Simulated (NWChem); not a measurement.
Molecule: SnIF, singlet; SMILES [F][Sn][I]

All runs: NWChem. Low-valent species are run as closed-shell singlets; no triplet was tried in these runs. All runs use the structure optimised with PBE0/def2-SVP. def2 effective core potentials on Sn, I; no spin-orbit coupling.

Problem. What does the run give for PBE/def2-SVP? Quantities: highest occupied level (eV); orbital gap (eV); dipole (D).

Solution. 
```json
{
  "highest occupied level (eV)": "-6.36",
  "orbital gap (eV)": "2.73",
  "dipole (D)": "2.93"
}
```
